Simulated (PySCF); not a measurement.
Ligands exchanged one at a time, Ga SiH3-SH. Isolated molecules, 0 K electronic values unless said otherwise. One relaxed conformer stands for each flexible species; it need not be the lowest. Strings in code marks are SMILES.

Level of theory: M06-2X/def2-TZVP // PBE0-D3(BJ)/def2-TZVP (PySCF). Delta-SCF ions had no search for a lower state. Excitations are Tamm–Dancoff values on a coarser integration grid. The basis has no diffuse functions, so Rydberg states are missing or too high.

```
species                                                                                              HOMO–LUMO gap (eV)  S1 excitation (TDA) (eV)  S1 oscillator strength  vertical ionisation energy (Delta-SCF) (eV)  T1 excitation (TDA) (eV)
---------------------------------------------------------------------------------------------------  ------------------  ------------------------  ----------------------  -------------------------------------------  ------------------------
0 of 3 SiH3 replaced by SH (`[Ga]([SiH3])([SiH3])[SiH3]`)                                                          6.14                      3.27                   0.000                                         8.96                      2.75
1 of 3 SiH3 replaced by SH                                                                                         6.87                      4.02                   0.000                                         9.17                      3.48
2 of 3 SiH3 replaced by SH (`[Ga]([SH])([SH])[SiH3]` (S–Ga–S–H torsion -179°, S–Ga–S–H torsion 0°))                7.67                      5.20                   0.011                                         9.63                      4.54
3 of 3 SiH3 replaced by SH                                                                                         8.64                      5.59                   0.000                                         9.91                      5.34
```
